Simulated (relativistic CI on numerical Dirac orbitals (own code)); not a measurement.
# Line list: Forbidden lines, Pd19+

Method of calculation: Dirac-Coulomb-Breit CI, separate exchange-only KLI orbitals for each configuration, a model potential for QED, unscaled Slater integrals (own radial code, finite nucleus).

CI space (outside the closed core [Ne]): 3s2 3p6 3d9, 3s2 3p5 3d10, 3s 3p6 3d10, 3s2 3p6 3d8 4s, 3s2 3p6 3d8 4p, 3s2 3p6 3d8 4d, 3s2 3p6 3d8 4f, 3s2 3p6 3d7 4s2, 3s2 3p5 3d9 4s, 3s2 3p4 3d10 4s, 3s2 3p6 3d7 4s 4p, 3s2 3p4 3d10 4p, 3s2 3p6 3d8 5s, 3s2 3p5 3d9 4p, 3s2 3p6 3d7 4p2, 3s2 3p6 3d8 5p. Levels of other configurations are missing.

| λ vac (Å) | Lower | Upper | Type | A (s⁻¹) | gf | Branching (%) |
| --- | --- | --- | --- | --- | --- | --- |
| 35.004 | 3s2 3p6 3d9 2D_5/2 [1] | 3s2 3p6 3d8 4s 2D_3/2 [20] | E2 | 1.74e+07 | 1.28e-05 | 11.0 |
| 35.042 | 3s2 3p6 3d9 2D_5/2 [1] | 3s2 3p6 3d8 4s 2D_5/2 [19] | E2 | 4.85e+06 | 5.35e-06 | 5.6 |
| 35.098 | 3s2 3p6 3d9 2D_5/2 [1] | 3s2 3p6 3d8 4s 2G_9/2 [17] | E2 | 5.08e+07 | 9.39e-05 | 100.0 |
| 35.139 | 3s2 3p6 3d9 2D_5/2 [1] | 3s2 3p6 3d8 4s 2P_1/2 [16] | E2 | 6.90e+07 | 2.55e-05 | 11.7 |
| 35.297 | 3s2 3p6 3d9 2D_5/2 [1] | 3s2 3p6 3d8 4s 4P_3/2 [15] | E2 | 3.25e+07 | 2.43e-05 | 51.6 |
| 35.548 | 3s2 3p6 3d9 2D_5/2 [1] | 3s2 3p6 3d8 4s 4F_3/2 [13] | E2 | 4.18e+07 | 3.17e-05 | 46.9 |
| 35.564 | 3s2 3p6 3d9 2D_5/2 [1] | 3s2 3p6 3d8 4s 4P_5/2 [12] | E2 | 1.46e+07 | 1.66e-05 | 25.2 |
| 35.570 | 3s2 3p6 3d9 2D_3/2 [2] | 3s2 3p6 3d8 4s 2D_3/2 [20] | E2 | 6.80e+07 | 5.16e-05 | 43.2 |
| 35.609 | 3s2 3p6 3d9 2D_3/2 [2] | 3s2 3p6 3d8 4s 2D_5/2 [19] | E2 | 4.66e+07 | 5.32e-05 | 54.1 |
| 35.661 | 3s2 3p6 3d9 2D_3/2 [2] | 3s2 3p6 3d8 4s 2G_7/2 [18] | E2 | 5.34e+07 | 8.15e-05 | 99.8 |
| 35.709 | 3s2 3p6 3d9 2D_3/2 [2] | 3s2 3p6 3d8 4s 2P_1/2 [16] | E2 | 7.52e+07 | 2.88e-05 | 12.7 |
| 35.873 | 3s2 3p6 3d9 2D_3/2 [2] | 3s2 3p6 3d8 4s 4P_3/2 [15] | E2 | 3.43e+06 | 2.65e-06 | 5.4 |
| 35.938 | 3s2 3p6 3d9 2D_5/2 [1] | 3s2 3p6 3d8 4s 2F_5/2 [11] | E2 | 3.12e+07 | 3.63e-05 | 43.8 |
| 35.974 | 3s2 3p6 3d9 2D_5/2 [1] | 3s2 3p6 3d8 4s 4F_7/2 [10] | E2 | 6.05e+07 | 9.39e-05 | 93.1 |
| 36.059 | 3s2 3p6 3d9 2D_5/2 [1] | 3s2 3p6 3d8 4s 4F_3/2 [9] | E2 | 3.07e+07 | 2.40e-05 | 38.2 |
| 36.081 | 3s2 3p6 3d9 2D_5/2 [1] | 3s2 3p6 3d8 4s 4F_5/2 [8] | E2 | 1.53e+07 | 1.80e-05 | 36.9 |
| 36.132 | 3s2 3p6 3d9 2D_3/2 [2] | 3s2 3p6 3d8 4s 4F_3/2 [13] | E2 | 4.70e+06 | 3.68e-06 | 5.3 |
| 36.148 | 3s2 3p6 3d9 2D_3/2 [2] | 3s2 3p6 3d8 4s 4P_5/2 [12] | E2 | 4.33e+07 | 5.09e-05 | 74.8 |
| 36.442 | 3s2 3p6 3d9 2D_5/2 [1] | 3s2 3p6 3d8 4s 2F_7/2 [7] | E2 | 7.08e+07 | 1.13e-04 | 96.9 |
| 36.535 | 3s2 3p6 3d9 2D_3/2 [2] | 3s2 3p6 3d8 4s 2F_5/2 [11] | E2 | 3.13e+07 | 3.76e-05 | 44.0 |
| 36.573 | 3s2 3p6 3d9 2D_3/2 [2] | 3s2 3p6 3d8 4s 4F_7/2 [10] | E2 | 4.48e+06 | 7.19e-06 | 6.9 |
| 36.597 | 3s2 3p6 3d9 2D_5/2 [1] | 3s2 3p6 3d8 4s 4F_9/2 [6] | E2 | 1.28e+06 | 2.58e-06 | 100.0 |
| 36.660 | 3s2 3p6 3d9 2D_3/2 [2] | 3s2 3p6 3d8 4s 4F_3/2 [9] | E2 | 2.96e+06 | 2.39e-06 | 3.7 |
| 36.683 | 3s2 3p6 3d9 2D_3/2 [2] | 3s2 3p6 3d8 4s 4F_5/2 [8] | E2 | 9.65e+05 | 1.17e-06 | 2.3 |
| 37.055 | 3s2 3p6 3d9 2D_3/2 [2] | 3s2 3p6 3d8 4s 2F_7/2 [7] | E2 | 2.24e+06 | 3.69e-06 | 3.1 |
| 2199.6 | 3s2 3p6 3d9 2D_5/2 [1] | 3s2 3p6 3d9 2D_3/2 [2] | M1 | 1.52e+03 | 4.40e-06 | 100.0 |

Terms are leading LS components. Brackets give the number of a level in order of energy, since labels repeat. The list gives strong lines, with weight on those to low levels, among the lowest 200 of 885 levels, so that lines to higher ones, which can be the strongest, are missing. Levels whose partners in the same complex of configurations lie outside the list can be far off, and so can their lines. Rates are taken at the computed energies, electric ones in the length gauge.

At this charge energies of transitions that change n are usually good to better than 1 %, and those within a shell (Δn = 0) to a few per cent.

LS names give the leading component of a level, which can be under half, so a name can repeat, a term be missing and a line seem to break the LS rules.
